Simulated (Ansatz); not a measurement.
Molecule: C₅H₁₀Si (charge 0, singlet). SMILES: C1CC(=CC1)[SiH3]
Geometry from a B3LYP-D3(BJ)/def2-TZVP (Ansatz, a quantum-chemistry and plane-wave program) optimisation:
```xyz
16

Si     2.1575    -0.1208    -0.1063
C      0.3049    -0.0443    -0.0440
C     -0.5126    -0.2634    -1.0787
C     -1.9705    -0.1764    -0.7091
C     -1.9341     0.4806     0.6871
C     -0.5039     0.2264     1.2144
H      2.6031    -0.4284    -1.4858
H      2.6722    -1.1655     0.8152
H      2.7500     1.1720     0.3203
H     -0.1838    -0.5151    -2.0799
H     -2.4106    -1.1803    -0.6776
H     -2.5578     0.3951    -1.4314
H     -2.7046     0.0984     1.3563
H     -2.0943     1.5553     0.5839
H     -0.1178     1.0685     1.7933
H     -0.4642    -0.6468     1.8755
```
Charge 0, spin multiplicity 1.

Quantity: vertical ionisation energy (to the doublet state of charge +1; each state is the SCF solution reached for its spin), in eV. Cores are frozen in the correlated levels unless marked. Open shells are spin-unrestricted. No spin-orbit coupling. Non-relativistic. 

```tsv
level	program	vertical ionisation energy (eV)
HF/aug-cc-pV(D+d)Z	Ansatz	7.87
HF/aug-cc-pV(T+d)Z	Ansatz	7.87
SVWN5/def2-TZVPD	Ansatz	8.89
PBE/def2-TZVPD	Ansatz	8.77
r2SCAN/def2-TZVPD	Ansatz	8.79
B3LYP/def2-TZVPD	Ansatz	8.94
PBE0/def2-TZVPD	Ansatz	8.92
BHLYP/def2-TZVPD	Ansatz	8.86
CAM-B3LYP/def2-TZVPD	Ansatz	9.03
wB97M-V/def2-TZVPD	Ansatz	9.05
wB97X-V/def2-TZVPD	Ansatz	9.06
B2PLYP/def2-TZVPD	Ansatz	9.08
MP2/aug-cc-pV(D+d)Z	Ansatz	9.45
RI-MP2/aug-cc-pV(T+d)Z	Ansatz	9.57
SCS-MP2/aug-cc-pV(D+d)Z	Ansatz	9.38
CCSD/aug-cc-pV(D+d)Z	Ansatz	9.13
CCSD(T)/aug-cc-pV(D+d)Z	Ansatz	9.22
```
